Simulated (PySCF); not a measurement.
Compounds:

A. SMILES N#C/C([SiH3])=C(/[SiH3])CF
B. SMILES C=C(F)/C(=C\Cl)CC
C. `InChI=1S/C6H8ClF/c7-5-3-1-2-4-6(5)8/h1-4H2`
D. `Cc1nn(C)nc1C#N`

Spectrum 1. ¹H NMR (400 MHz, computed): δ 2.42 (m, 2H), 2.32 (m, 2H), 1.68 (m, 2H), 1.61 (m, 2H). ¹³C{¹H} NMR (computed): δ 165.6 (C), 122.1 (C), 35.6 (CH2), 31.4 (CH2), 27.3 (CH2), 26.3 (CH2).

Spectrum 2. ¹H NMR (400 MHz, computed): δ 4.23 (s, 3H), 2.67 (s, 3H). ¹³C{¹H} NMR (computed): δ 159.1 (C), 125.1 (C), 117.4 (C), 41.7 (CH3), 13.0 (CH3).

Spectrum 3. ¹H NMR (400 MHz, computed): δ 6.29 (m, 1H), 5.23 (m, 1H), 4.73 (m, 1H), 2.20 (q, 2H), 1.14 (t, 3H). ¹³C{¹H} NMR (computed): δ 172.6 (C), 141.6 (C), 132.6 (CH), 100.4 (CH2), 31.6 (CH2), 17.6 (CH3).

Spectrum 4. ¹H NMR (400 MHz, computed): δ 5.81 (m, 2H), 4.44 (s, 3H), 4.32 (s, 3H). ¹³C{¹H} NMR (computed): δ 191.3 (C), 121.4 (C), 115.9 (C), 92.8 (CH2).

Theory: GFN2-xTB geometry, GIAO PBE0/pcSseg-1 shieldings, in PySCF 2.14 (non-relativistic Hamiltonian, one conformer, in vacuum, rapidly exchanging positions averaged).

Scale: TMS for ¹H (σ = 31.72 ppm), ¹³C (σ = 186.93 ppm) (reference shieldings calculated alike). Splittings of carbon signals by F and P are missing where no couplings were computed. Where no couplings were computed, multiplicities follow the n + 1 count of equivalent neighbours, and m marks all less simple cases (inequivalent or close neighbours, rings, F or P nearby). Shifts are as computed. Against solution values, carbons near 30 ppm lie about +3 ppm off and those near 130 ppm about +5 ppm; carbons on Cl a further +6 ppm. Of 1211 compounds with measured shifts, 218 miss one by over three times the rms of a fit or turn the order of signals round; such compounds aren't used in these exercises. Carbons bonded to Cl come out too deshielded.

Problem. Which spectrum belongs to which compound?

Solution. 1–C, 2–D, 3–B, 4–A.

- Spectrum 1 (C): 6 ¹³C signals; δC 122.1 is a fully substituted alkene carbon; δC 35.6 is an allylic sp3 CH2.
- Spectrum 2 (D): 5 ¹³C signals; δC 117.4 is a nitrile carbon; δC 41.7 is a methyl carbon bonded to N.
- Spectrum 3 (B): 6 ¹³C signals; δC 141.6 is a fully substituted alkene carbon; δC 132.6 is an alkene CH.
- Spectrum 4 (A): 4 ¹³C signals; δC 121.4 is a nitrile carbon; δC 115.9 is a fully substituted alkene carbon.
